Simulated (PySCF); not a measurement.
Cl2Sr, charge -1, doublet, geometry from GFN2-xTB (such geometries of metal compounds can be far from the true shape) (a state made from the parent by changing its charge; the spin is typed, not shown lowest) (all electrons, no relativity) (in this run its highest filled SCF level lies above zero, so its values depend strongly on the basis, on diffuse functions most of all). Base run: BLYP/STO-3G (PySCF).

Geometry (Å):
```xyz
3

Sr     0.2124    -0.4548     0.0937
Cl     1.4909     0.9612    -1.8234
Cl    -1.9656     0.0553     1.6140
```
Charge -1, spin multiplicity 2.
Orbitals are unrestricted.
All else is at PySCF's defaults.
Base energy -4010.81544 Eh.

The base run was repeated with changes; each row names its change, and settings that it needs were set with it.

| change | ΔE vs base (mEh) | grid points | electrons on the grid |
|---|---|---|---|
| base | 0.000 | 59672 | 73.00000 |
| grids.prune = off | 0.000 | 110672 | 73.00000 |
| grids.radi_method = mura_knowles | 0.000 | 52688 | 73.00000 |
| grids.level = 4 | -0.004 | 89512 | 73.00000 |
| grids.becke_scheme = stratmann | 0.003 | 59672 | 73.00000 |
| grids.radi_method = delley | 0.002 | 57192 | 73.00000 |
| grids.level = 0 | -48.249 | 6056 | 73.00616 |
| grids.level = 1 | -0.141 | 20720 | 73.00018 |
| small_rho_cutoff = 0 | 0.000 | 59672 | 73.00000 |
| grids.radi_method = gauss_chebyshev | 0.001 | 56720 | 73.00000 |
| grids.prune = dft.gen_grid.treutler_prune | 0.000 | 58920 | 73.00000 |

Open shells are given as the SCF converged; they aren't shown to be the lowest states, and a large step between rows can be another state.
